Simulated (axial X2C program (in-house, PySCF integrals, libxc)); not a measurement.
# Testing model relations on IrH

A bond curve at the CCSD(T) level, 2c, was computed with an axial X2C code built on PySCF integrals (basis Ir dyall-cv3z [13s14p9d6f4g], H dyall-v3z [6s2p1d] (cores contracted in-house)) for the state Ω = 3 (⟨Sz⟩ = 0.95, ⟨Lz⟩ = 2.05 at HF). Its fit gives Re = 1.5534 Å, ωe = 2296.7 cm⁻¹, ωexe = 37.9 cm⁻¹ and αe = 1.877e-01 cm⁻¹; the masses are 192.9629 and 1.0078 u. Two-component means X2C with spin–orbit coupling and atomic mean-field Coulomb and Gaunt terms.

Correlated methods: 10 electrons correlated (number of frozen shells: Ir 5 s, 4 p, 2 d, 1 f; H none), 224 virtual spin orbitals or spinors in MP2, 90 natural virtuals in coupled cluster.

Find the reduced mass, Be and the force constant.

From the CCSD(T) values: μ = 1.0026 u. Be = 16.8576/(μ Re²) = 6.968 cm⁻¹. k = 5.8918×10⁻⁷ μ ωe² = 3.12 mdyn/Å.

A Morse curve ties αe to the other constants (Pekeris). How well does that hold?

αe(Morse) = 6Be²/ωe × (√(ωexe/Be) − 1) = 1.690e-01 cm⁻¹; the CCSD(T) curve gives 1.877e-01 cm⁻¹, a ratio of 0.90.

Where do the fundamental and the first overtone lie?

ν(1←0) = ωe − 2ωexe = 2220.9 cm⁻¹; ν(2←0) = 2ωe − 6ωexe = 4366.0 cm⁻¹.

Estimate the centrifugal constant by the Kratzer relation.

D = 4Be³/ωe² = 2.57e-04 cm⁻¹.

Scale the constants to the deuteride (D 2.0141 u) within the Born–Oppenheimer picture.

ρ = √(μH/μD) = 0.7092; ωe = 1628.8, ωexe = 19.1, Be = 3.505 cm⁻¹; the zero-point energy falls by 329 cm⁻¹.

The state is one determinant whose occupation by symmetry is held fixed; it was picked as the lowest of a PBE0 search that is not exhaustive. Coupled cluster ran in a truncated set of natural virtual spinors; the MP2 energy of the rest was added. (T) has no such correction and the atoms are truncated less, which lowers De at CCSD(T) by a hundredth of an eV or more. PBE0 can misorder states that lie within some tenths of an eV, so this need not be the ground state of the molecule. The nearest other 2c determinant of the search, Ω = 4, lies 0.08 eV up at the distance of the search. With several unpaired electrons one determinant need not be a pure state.
